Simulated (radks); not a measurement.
Charge is removed step by step from the 4p down level of Pd3+, starting from [Ar] 3d10 4s2 4p(up 3, down 3) 4d7. Calculated with a radial shooting solver on a logarithmic mesh with Libxc functionals: scalar-relativistic Kohn-Sham, PBE, spin-polarised, spherical densities, finite nucleus; open shells are filled with parallel spins first (spin-orbit coupling, left out, can overturn this in heavy ions); Fermi nuclear charge, rms radius 4.5318 fm.

removed (e) = 0: E - E(0) (eV) 0.000; eigenvalue (eV) -90.041; E minus straight line (eV) 0.000
removed (e) = 0.125: E - E(0) (eV) 11.381; eigenvalue (eV) -92.142; E minus straight line (eV) -0.938
removed (e) = 0.25: E - E(0) (eV) 23.027; eigenvalue (eV) -94.261; E minus straight line (eV) -1.612
removed (e) = 0.375: E - E(0) (eV) 34.938; eigenvalue (eV) -96.398; E minus straight line (eV) -2.020
removed (e) = 0.5: E - E(0) (eV) 47.117; eigenvalue (eV) -98.551; E minus straight line (eV) -2.160
removed (e) = 0.625: E - E(0) (eV) 59.566; eigenvalue (eV) -100.72; E minus straight line (eV) -2.030
removed (e) = 0.75: E - E(0) (eV) 72.287; eigenvalue (eV) -102.90; E minus straight line (eV) -1.628
removed (e) = 0.875: E - E(0) (eV) 85.282; eigenvalue (eV) -105.10; E minus straight line (eV) -0.952
removed (e) = 1: E - E(0) (eV) 98.553; eigenvalue (eV) -107.32; E minus straight line (eV) 0.000

Removing the whole electron costs 98.553 eV by Delta-SCF, against 90.041 eV from minus the eigenvalue at the starting occupation. Slater's transition state (half an electron removed) gives 98.551 eV. Integrating minus the eigenvalue over the occupation (Janak's theorem) gives 98.594 eV. In this scalar-relativistic scheme the density is built from large components alone, so the theorem holds only approximately. The mean slope of the eigenvalue, de/dn, is 17.3 eV per electron.
